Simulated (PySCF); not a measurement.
Mg(Br)(NH2) (BrH2MgN), SMILES [Br][Mg][NH2].

Coordinates come from a PBE0-D3(BJ)/def2-TZVP optimisation. The values are those of a single conformer.

Level of theory: M06-2X/def2-TZVPD (PySCF).

Gas-phase values at a fixed geometry.

```json
{
 "total_energy": "-2830.30487 hartree",
 "point_group": "C2v",
 "highest_occupied_level": "-8.16 eV",
 "lowest_empty_level": "-1.00 eV",
 "orbital_gap": "7.17 eV",
 "dipole_moment": "2.13 D",
 "quadrupole, principal values (traceless, Buckingham form, about the centre of nuclear charge)": "-5.28, -0.53, 5.81 D·Å",
 "mean_static_polarisability": "54.6 bohr³ (8.09 Å³)",
 "polarisability_principal_values": "47.1, 51.2, 65.5 bohr³"
}
```
